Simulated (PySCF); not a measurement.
Al(H)(I)(OMe) (CH4AlIO), SMILES C[O][AlH][I].

The structure is a stationary point at PBE0-D3(BJ)/def2-SVP. The structure was generated by enumeration; whether it is a known compound was not checked. The def2 effective core potentials stand for the cores of I; spin–orbit coupling is left out. The values are those of a single conformer.

Two levels are set side by side: PBE/def2-TZVP (PySCF) and r2SCAN/def2-TZVP (PySCF). Same geometry, gas phase. Differences are taken from unrounded values.

| quantity | r2SCAN |
|---|---|
| orbital gap (eV) | 5.45 |
| highest occupied level (eV) | -6.95 |
| lowest empty level (eV) | -1.50 |
| dipole moment (D) | 0.97 |
| mean polarisability (bohr³) | 73.7 |

Task: What does PBE give, and how far is it from r2SCAN? (Estimate from the structure and the level; the computed values follow.)

Result: 
| quantity | PBE | PBE minus r2SCAN |
|---|---|---|
| orbital gap (eV) | 4.83 | -0.62 |
| highest occupied level (eV) | -6.64 | 0.31 |
| lowest empty level (eV) | -1.81 | -0.31 |
| dipole moment (D) | 0.95 | -0.02 |
| mean polarisability (bohr³) | 76.7 | 2.9 |

Rough cost on one machine, each run with all the roots and properties that it gave: r2SCAN against PBE about 3 times.
